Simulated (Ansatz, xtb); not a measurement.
**Two structures of F2GaH3O4Si**

Structure X: `[OH][Ga]([OH])[O][Si](O)(F)F`, a singlet. Structure Y: a singlet given by its coordinates. Both are isolated molecules in the gas phase, relaxed with PBE0-D4/def2-SVP; the shapes shown needn't be the lowest conformers.

X (Å):

```yaml
atoms:
  - { symbol: F, position_ang: [-0.4398, -0.6150, -0.7896] }
  - { symbol: F, position_ang: [-0.0981, 0.6499, -2.9731] }
  - { symbol: Ga, position_ang: [-3.4435, 0.7271, -0.7965] }
  - { symbol: O, position_ang: [-4.9072, 1.7034, -0.8370] }
  - { symbol: O, position_ang: [-3.3892, -0.9786, -0.3640] }
  - { symbol: O, position_ang: [-1.8802, 1.5402, -1.2005] }
  - { symbol: O, position_ang: [0.7900, 1.7399, -0.7548] }
  - { symbol: Si, position_ang: [-0.4188, 0.8782, -1.4208] }
  - { symbol: H, position_ang: [-4.7476, 2.6098, -1.1218] }
  - { symbol: H, position_ang: [-2.4793, -1.3062, -0.3845] }
  - { symbol: H, position_ang: [0.5411, 2.5080, -0.2338] }
```

Y (Å):

```csv
atom,x (Å),y (Å),z (Å)
F,0.5788,-1.1325,-0.6071
F,1.0373,1.4814,-1.9533
Ga,0.0020,0.4686,-0.9834
O,-3.1661,2.5044,-1.4101
O,-3.8078,0.3392,-0.0430
O,-1.7808,0.3053,-2.0057
O,-1.2062,1.2278,0.1794
Si,-2.5612,1.1598,-0.7116
H,-3.9862,2.8581,-1.0536
H,-3.5819,-0.3156,0.6256
H,-1.9968,0.4392,-2.9362
```

Close contacts (Å): F1–Ga3 1.74, F2–Ga3 1.74, Ga3–O6 2.06, Ga3–O7 1.84, O4–Si8 1.63, O5–Si8 1.64, O6–Si8 1.74, O7–Si8 1.62, O4–H9 0.96, O5–H10 0.96, O6–H11 0.96.

Problem. Estimate which is lower in electronic energy at CCSD(T)/def2-SVP + ΔMP2/def2-TZVPP, and by roughly how much.

Solution. CCSD(T)/def2-SVP + ΔMP2/def2-TZVPP gives E(Y) − E(X) = +0.058 eV, favouring structure X, but this leans on the basis-set step: CCSD(T) alone gives −0.164 eV.

The same difference at several levels:

```json
{"level": "PBE0-D4/def2-SVP", "geometry": "PBE0-D4/def2-SVP", "E(Y) − E(X) (eV)": "−0.175", "departure from the last row (eV)": "−0.233", "job, with rough time for the two": "optimisation, 2.7 min"}
{"level": "HF/def2-SVP", "geometry": "PBE0-D4/def2-SVP", "E(Y) − E(X) (eV)": "−0.187", "departure from the last row (eV)": "−0.245", "job, with rough time for the two": "part of the CCSD(T) run"}
{"level": "MP2/def2-SVP", "geometry": "PBE0-D4/def2-SVP", "E(Y) − E(X) (eV)": "−0.159", "departure from the last row (eV)": "−0.217", "job, with rough time for the two": "part of the CCSD(T) run"}
{"level": "CCSD(T)/def2-SVP", "geometry": "PBE0-D4/def2-SVP", "E(Y) − E(X) (eV)": "−0.164", "departure from the last row (eV)": "−0.222", "job, with rough time for the two": "single point"}
{"level": "CCSD(T)/def2-SVP + ΔMP2/def2-TZVPP", "geometry": "PBE0-D4/def2-SVP", "E(Y) − E(X) (eV)": "+0.058", "departure from the last row (eV)": "", "job, with rough time for the two": "single point, 3.5 min"}
```

PBE0-D4/def2-SVP, HF/def2-SVP, MP2/def2-SVP, CCSD(T)/def2-SVP put the two in the other order. The largest departure from CCSD(T)/def2-SVP + ΔMP2/def2-TZVPP is that of HF/def2-SVP, 0.245 eV. Levels run at GFN2-xTB geometries aren't shown. The last row adds to CCSD(T) the change of the MP2 difference between the two basis sets, here +0.222 eV, a large step that makes the value less sure.

With thermal terms from frequencies at re-optimised GFN2-xTB minima (ideal gas, soft modes damped towards free rotors, one conformer each, 298.15 K, 1 atm): on the last row, ΔE + ΔZPE = +0.087, ΔH = +0.073, ΔG = +0.117 eV.

The correlated steps freeze 20 core orbitals; the filled d shell of Ga is correlated, in a basis made for valence electrons. Programs: Ansatz 0.2.0, xtb 6.7.1; the last row on 2 threads of Arm Neoverse V2 on a shared host.
